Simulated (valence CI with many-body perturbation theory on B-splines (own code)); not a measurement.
**Questions on Nd27+**

Calculated by configuration interaction combined with many-body perturbation theory (CI+MBPT): five valence electrons over a frozen Dirac-Fock core [Ar] 3d10, a basis of 9 s, 9 p, 8 d, 6 f, 3 g, 1 h functions for each j, with the one-electron correlation potential Σ1 (screened to all orders), the two-electron term Σ2, the three-electron term Σ3, Breit, model QED; selected single and double excitations, second order for the rest, scaled by the run's own slope (own B-spline code, finite nucleus).

No measured spectrum was set against this ion. As an estimate, large intervals hold to a few tenths of a per cent, small ones and those within an open d or f shell to about a per cent. Among the levels kept, up to 800 cm⁻¹ of a level comes from second order outside the variational space, and about a tenth of that is noise between levels of different J, which matters for small intervals.

Levels are named by their leading jj configuration (3d3/2^4 stands for four electrons in 3d with j = 3/2), which in mixed levels can hold well under half, so a name can repeat and another be missing.

Rates and lifetimes use the calculated energies. Strong lines usually hold to 10 to 20 %, long lifetimes can be off by a factor of two.

(1) What is the ground level?

(2) What is the ionisation energy?

(3) Where does the other parity begin?

(4) How well does LS coupling describe the low levels?

(5) Among levels below 1409700 cm⁻¹, which E1 lines absorb most strongly from the ground level?

Answers

(1) (4s^2 4p1/2^2 4p3/2) J=3/2, composition 42 % 4s2 4p3 2P° + 33 % 4s2 4p3 4S° + 24 % 4s2 4p3 2D°, g = 1.426.

(2) 980.17 eV; NIST lists 978 ± 4 eV (theoretical).

(3) At (4s 4p1/2^2 4p3/2^2) J=5/2, 717310 cm⁻¹.

(4) Among the lowest 20 levels the leading LS term, summed over configurations, holds 55 % on average. For single configurations the figures are 50 % in LS and 80 % in jj coupling. Terms mix most in the J = 5/2 level at 934930 cm⁻¹, where the leading one holds 30 %.

(5) to (4s^2 4p1/2 4p3/2 4d3/2) J=5/2 at 8.428 nm, f = 0.500; to (4s^2 4p1/2 4p3/2 4d5/2) J=5/2 at 8.690 nm, f = 0.332; to (4s^2 4p1/2 4p3/2 4d5/2) J=3/2 at 8.627 nm, f = 0.328.
